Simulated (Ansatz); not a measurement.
A nudged elastic band was laid between two geometries of BFH3N + H2O (9 atoms, charge 0, multiplicity 1).

The calculation used RKS PBE0/6-31G* (Ansatz 0.2.0).

```
movable images  : 7
climbing image  : yes
spring          : 5.0 eV/Å²
optimiser       : quadratic models (default)
start path      : through a guess of the saddle point
force threshold : 0.05 eV/Å
iteration limit : 60
end points      : relaxed
```

Initial state:

```xyz
9
Properties=species:S:1:pos:R:3
B -0.084 -0.369 -0.303
H -0.305 -1.044 0.662
N 1.227 0.024 -0.621
H 2.031 -0.355 -0.145
H 1.447 0.523 -1.472
F -1.091 0.012 -1.088
O 0.199 2.126 1.462
H 0.755 1.650 0.827
H 0.216 1.563 2.246
```

Final state:

```xyz
9
Properties=species:S:1:pos:R:3
B 0.112 0.604 -0.684
H -0.114 -0.061 3.266
N 1.392 0.114 -1.020
H 1.511 -0.541 -1.776
H 2.247 0.350 -0.546
F -0.940 0.181 -1.393
O -0.154 1.489 0.326
H 0.637 1.772 0.794
H -0.297 0.223 2.602
```

What changes between the two ends?

Bonds broken: B1–H2, O7–H9. Bonds formed: B1–O7, H2–H9. BFH3N + H2O becomes BFH3NO + H2.

Give the energies along the band, and the barrier.

It converged. The highest image is number 3 of 0 to 8, 1.42 eV above the first end and 2.38 eV above the last; the last end lies 0.96 eV below the first. Neighbouring images differ by up to 1.6 eV, so the band resolves the path poorly. A vibrational analysis at the climbing image gives one clearly imaginary mode, 1404i cm⁻¹, and a faint second one (40i cm⁻¹) that may be numerical noise or a soft torsion: probably a first-order saddle point. The orbitals stay closed-shell, which can raise the energy where a bond breaks towards radicals; this wasn't checked here.

```json
{"image": "0", "path coordinate (Å)": "0.00", "energy (eV)": "0.00", "B1–H2 (Å)": "1.20", "O7–H9 (Å)": "0.97", "B1–O7 (Å)": "3.07"}
{"image": "1", "path coordinate (Å)": "0.78", "energy (eV)": "0.04", "B1–H2 (Å)": "1.20", "O7–H9 (Å)": "0.97", "B1–O7 (Å)": "2.60"}
{"image": "2", "path coordinate (Å)": "1.55", "energy (eV)": "0.30", "B1–H2 (Å)": "1.22", "O7–H9 (Å)": "0.97", "B1–O7 (Å)": "1.87"}
{"image": "3", "path coordinate (Å)": "2.33", "energy (eV)": "1.42", "B1–H2 (Å)": "1.39", "O7–H9 (Å)": "1.28", "B1–O7 (Å)": "1.56"}
{"image": "4", "path coordinate (Å)": "3.23", "energy (eV)": "-0.17", "B1–H2 (Å)": "2.14", "O7–H9 (Å)": "2.08", "B1–O7 (Å)": "1.37"}
{"image": "5", "path coordinate (Å)": "4.12", "energy (eV)": "-0.72", "B1–H2 (Å)": "2.54", "O7–H9 (Å)": "2.55", "B1–O7 (Å)": "1.37"}
{"image": "6", "path coordinate (Å)": "5.01", "energy (eV)": "-0.93", "B1–H2 (Å)": "3.08", "O7–H9 (Å)": "2.78", "B1–O7 (Å)": "1.37"}
{"image": "7", "path coordinate (Å)": "5.90", "energy (eV)": "-0.96", "B1–H2 (Å)": "3.60", "O7–H9 (Å)": "2.65", "B1–O7 (Å)": "1.37"}
{"image": "8", "path coordinate (Å)": "6.80", "energy (eV)": "-0.96", "B1–H2 (Å)": "4.01", "O7–H9 (Å)": "2.61", "B1–O7 (Å)": "1.37"}
```

What is the geometry of the highest image?


```xyz
9
Properties=species:S:1:pos:R:3
B 0.071 0.375 0.027
H -0.110 -0.507 1.080
N 1.457 0.196 -0.421
H 1.776 -0.766 -0.407
H 1.588 0.543 -1.367
F -0.998 0.271 -0.793
O -0.087 1.625 0.943
H 0.821 1.946 1.070
H -0.125 0.446 1.436
```

Time of the run: 6.8 min on 1 thread of Intel(R) Xeon(R) Platinum 8488C (Sapphire Rapids) (shared host), peak memory 0.15 GiB.
